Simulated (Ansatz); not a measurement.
Two isomers of C2H7FSSi: A = `CS[SiH2]CF`, B = `CC[SiH](F)S`.

Program: Ansatz. Geometries: PBE0-D4/def2-TZVP. ΔE: electronic, gas phase. CCSD(T)/CBS is the MP2 limit (def2-TZVPP, def2-QZVPP) plus CCSD(T) − MP2 in def2-TZVPP, frozen cores. DFT in def2-TZVPP. B3LYP here is the variant with VWN-RPA as its local correlation; programs differ in this. One conformer a species, not always the lowest.

Task: Which is lower in electronic energy at CCSD(T)/CBS, and by how much? (An estimate is asked.)

Result: The calculation gave: B, by 63.6 kcal/mol.

Task: Give E(B) − E(A) in kcal/mol with MP2/def2-TZVPP, BLYP-D4, CCSD/def2-TZVPP, PBE0-D4, r2SCAN-D4, B3LYP-D4, CCSD(T)/def2-SVP. (An estimate is asked.)

Result: Computed: MP2/def2-TZVPP -65.7, BLYP-D4 -58.5, CCSD/def2-TZVPP -63.7, PBE0-D4 -60.6, r2SCAN-D4 -62.2, B3LYP-D4 -60.5, CCSD(T)/def2-SVP -60.3. None reverses the order clearly.

Task: Does the order hold for the free energy at 298.15 K (harmonic terms from PBE0-D4)? (Estimate.)

Result: Computed: Yes: G(B) − G(A) = -62.7 kcal/mol, for one conformer each.

Largest T1 diagnostic: 0.011.

Leaving LDA and LC-ωPBE aside and taking each functional with its dispersion term where it has one, the values, not all of them listed here, spread over 5.9 kcal/mol, from PBE-QIDH to revPBE-D4. LDA lies −2.1 kcal/mol from PBE without D4. From r2SCAN to r2SCAN0 (25 % exact exchange), in def2-TZVPP and without D4, E(B) − E(A) moves by −1.1 kcal/mol.
